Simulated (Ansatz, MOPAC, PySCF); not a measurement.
Species: GaH, net charge 0, singlet state. SMILES: [GaH]
Structure (B3LYP-D3(BJ)/def2-TZVP (Ansatz, a quantum-chemistry and plane-wave program) minimum search):
```xyz
2

Ga     0.0000     0.0000    -0.0528
H      0.0000     0.0000     1.6363
```

Quantity: vertical electron affinity to the doublet, in eV. Set-up: open shells spin-unrestricted; LANL2DZ with its own core potentials from Na on; non-relativistic; 6-31G* and kin with 6d, 5d where marked; frozen cores in correlated levels (noble-gas shells and the d and f shells of earlier blocks); spin-orbit terms left out; each state is the SCF solution reached for its charge and spin. First-principles rows: single points at B3LYP-D3(BJ) geometries (Ansatz). Semi-empirical rows: differences of heats of formation at the shared geometry for vertical values.

```csv
level,program,vertical electron affinity to the doublet (eV)
AM1,MOPAC,1.47
PM3,MOPAC,1.32
PM6,MOPAC,0.10
MNDO,MOPAC,-1.24
HF/6-31G*,Ansatz,-0.49
HF/6-31G* with LANL2DZ past Ar,Ansatz,-0.70
PBE/6-31G*,Ansatz,-0.06
PBE/6-31G* with LANL2DZ past Ar,Ansatz,-0.15
B3LYP/3-21G,Ansatz,-0.21
B3LYP/6-31G*,Ansatz,-0.08
B3LYP/6-31G* with LANL2DZ past Ar,Ansatz,-0.22
M06-2X/6-31G* with LANL2DZ past Ar (5d),PySCF,-0.46
MP2/6-31G*,Ansatz,-0.36
B3LYP/def2-TZVPD,Ansatz,-0.12
PBE0/def2-TZVPD,Ansatz,-0.07
```

No value to compare with is used here. The 13 habitual levels span -1.24 (MNDO) to 1.47 eV (AM1); B3LYP/def2-TZVPD gives -0.12.

The levels are drawn from those run, B3LYP/6-31G* more often than the rest, none by its result; runs whose electronic state is in doubt are left out.
